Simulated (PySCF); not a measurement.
Ionisation energy of Ba⁴³⁺ by level of theory

Ba⁴³⁺ [Ne] 3s2 3p1 (2P) → Ba⁴⁴⁺ [Ne] 3s2 (1S), as a difference of total energies. Computed with PySCF 2.14 in an uncontracted even-tempered set (18 s from 8 bohr⁻², ratio 2.5; 12 p from 10 bohr⁻², ratio 2.5; 4 d from 42 bohr⁻², ratio 2.7; 4 f from 63 bohr⁻², ratio 2.7), with scalar relativity by spin-free X2C-1e. Correlated levels: outer shells: 1s2 frozen; virtual orbitals above 40 to 60 times the deepest correlated orbital energy dropped. The calculations carry no spin-orbit coupling.

| method | ionisation energy (eV) |
| --- | --- |
| UHF | 3296.8 |
| LDA | 3298.6 |
| PBE | 3299.6 |
| PBE0 | 3299.2 |
| r2SCAN | 3299.1 |
| BLYP | 3300.5 |
| PW91 | 3300.4 |
| MP2 (outer shells) | 3297.4 |
| SCS-MP2 (outer shells) | 3297.2 |

A first-order spin-orbit estimate (lowest level to lowest level, LS coupling) adds 62.234 eV.

Breit and QED terms and the two-electron picture change are absent.

First order in ζ underestimates the shift of j = l − 1/2 levels at high Z.

For comparison: 3363 ± 4 eV (theoretical estimate listed by NIST; NIST Atomic Spectra Database, ionization energies).
